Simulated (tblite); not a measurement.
Compound: C₅H₁₂OSSi₂.
Geometry (GFN2-xTB, Å), atoms numbered from 1 in this order:
```
atom  x, y, z in Å
C1    -2.830    0.672    0.935
C2    -1.461    0.039    0.942
O3    -0.852   -0.193    1.962
C4    -0.909   -0.247   -0.399
C5     0.246   -1.208   -0.504
C6     0.507    0.237   -0.726
Si7    0.853    0.901   -2.466
S8     1.395    1.250    0.484
Si9    2.447   -0.109    1.772
H10   -3.156    0.865    1.953
H11   -3.541    0.012    0.441
H12   -2.790    1.607    0.381
H13   -1.624   -0.205   -1.211
H14    0.280   -1.873   -1.356
H15    0.563   -1.661    0.425
H16    0.445    2.300   -2.518
H17    0.055    0.093   -3.396
H18    2.279    0.725   -2.725
H19    3.420    0.790    2.372
H20    1.574   -0.742    2.742
H21    3.091   -1.081    0.890
```

Computed with GFN2-xTB (tblite): harmonic, unscaled wavenumbers at the GFN2-xTB geometry, gas phase. This tight-binding method is rough: wavenumbers can miss measured ones by several per cent, in bad cases by 10 to 20. Modes of hydrogen on silicon can be 10 to 20 % off. One conformer, not necessarily the lowest.

Harmonic wavenumbers (cm⁻¹): 53.1, 58.2, 88.6, 112.3, 113.5, 121.4, 136.8, 156.4, 169.1, 255.2, 311.2, 318.3, 387.5, 462.5, 511.3, 537.2, 547.7, 553.2, 583.8, 586.7, 604.8, 754.2, 760.0, 763.3, 769.2, 779.9, 786.0, 793.9, 808.0, 882.8, 946.9, 980.9, 995.2, 1015.6, 1067.3, 1073.8, 1098.8, 1169.0, 1259.4, 1362.8, 1368.0, 1443.7, 1453.8, 1460.7, 1730.9, 2231.8, 2269.2, 2301.0, 2317.2, 2348.3, 2379.3, 3021.2, 3026.6, 3038.6, 3058.1, 3059.6, 3074.6.

A = 1014, B = 964.5, C = 598.6 MHz; mass 176.015 u (most abundant isotopes); point group C1, symmetry number 1.

Problem. Zero-point energy?

Solution. Half the sum of the wavenumbers: 32159 cm⁻¹ = 384.71 kJ/mol.

Problem. Entropy at 200 K, 1 bar (ideal gas, RRHO, classical rotation)?

Solution. Translation 165.04, rotation 123.41, vibration 119.53: S = 408.0 J/(mol K).

Problem. And Cp and H(200 K) − H(0)?

Solution. Cp = 157.55 J/(mol K), of which vibrations give 124.29 (their classical limit is 57 R = 473.9); H(200 K) − H(0) = 19.65 kJ/mol without the zero-point energy, 13.00 from vibrations.

Problem. Blend soft modes into free rotors: weight 1/[1 + (100 cm⁻¹/ν̃)⁴] for the oscillator and the rest for a rotor with moment μB/(μ + B), μ = h/(8π²ν), B = 10⁻⁴⁴ kg m². What vibrational entropy results?

Solution. 112.63 J/(mol K) in place of 119.53, which changes −T·S at 200 K by +1.38 kJ/mol.

Problem. Which modes carry the vibrational entropy at 200 K?

Solution. 53.1 cm⁻¹: 16.37; 58.2 cm⁻¹: 15.61; 88.6 cm⁻¹: 12.20; 112.3 cm⁻¹: 10.31; 113.5 cm⁻¹: 10.23; 121.4 cm⁻¹: 9.70 J/(mol K); the other 51 give 45.11 together.

Problem. How do the functions run with temperature in this model?

Solution. 
```json
{"T (K)": "150", "S (J/(mol K))": "366.9", "Cp (J/(mol K))": "129.6", "H − H(0) (kJ/mol)": "12.48", "G − H(0) (kJ/mol)": "-42.55", "ln q(vib)": "4.58"}
{"T (K)": "250", "S (J/(mol K))": "446.2", "Cp (J/(mol K))": "185.7", "H − H(0) (kJ/mol)": "28.24", "G − H(0) (kJ/mol)": "-83.31", "ln q(vib)": "8.49"}
{"T (K)": "298.15", "S (J/(mol K))": "481.1", "Cp (J/(mol K))": "211.4", "H − H(0) (kJ/mol)": "37.80", "G − H(0) (kJ/mol)": "-105.64", "ln q(vib)": "10.32"}
{"T (K)": "400", "S (J/(mol K))": "550.1", "Cp (J/(mol K))": "258.5", "H − H(0) (kJ/mol)": "61.82", "G − H(0) (kJ/mol)": "-158.20", "ln q(vib)": "14.10"}
{"T (K)": "600", "S (J/(mol K))": "668.4", "Cp (J/(mol K))": "324.9", "H − H(0) (kJ/mol)": "120.65", "G − H(0) (kJ/mol)": "-280.40", "ln q(vib)": "21.12"}
{"T (K)": "900", "S (J/(mol K))": "812.9", "Cp (J/(mol K))": "386.6", "H − H(0) (kJ/mol)": "228.18", "G − H(0) (kJ/mol)": "-503.43", "ln q(vib)": "30.57"}
```

q(vib) and H(0) count from the zero-point level.

Problem. What must be added to the electronic energy to get the Gibbs energy at 200 K and 1 bar?

Solution. ZPE + [H(200 K) − H(0)] − T·S = 384.71 + 19.65 − 81.60 = 322.76 kJ/mol.

Hindered rotation and anharmonicity are outside this model. Other conformers, if any are populated, would add a mixing term that is left out. The structure is chiral; the term R ln 2 for an equal mix with its mirror image is left out.
